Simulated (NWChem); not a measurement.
Species: triflic acid (CHF3O3S); SMILES C(F)(F)(F)S(=O)(O)=O

```xyz
9

O     -1.1722    -1.2145    -0.8145
S      0.1359    -0.8602     0.0540
O     -0.0900    -1.2603     1.4239
O      1.2831    -1.2361    -0.7242
C      0.0145     0.9916     0.0077
F      0.9812     1.4979     0.7440
F      0.1233     1.4210    -1.2311
F     -1.1582     1.3562     0.5015
H     -1.9207    -1.3365    -0.2076
```
Atoms are numbered in this order, from 1.

Results from NWChem. Geometry: optimised at PBE0/def2-SVP. Level: PBE/def2-SVP with COSMO at NWChem's default radii, gas-phase geometry; rows give the dielectric constant.

```csv
dielectric constant,electrostatic solvation energy (kcal/mol),dipole in solution (D)
1.5,-2.4,2.82
7.6,-6.8,3.23
11.7,?,?
25.0,-7.6,3.31
46.7,-7.8,3.33
```

Complete the blanks.


- 11.7, electrostatic solvation energy (kcal/mol): -7.2
- 11.7, dipole in solution (D): 3.27
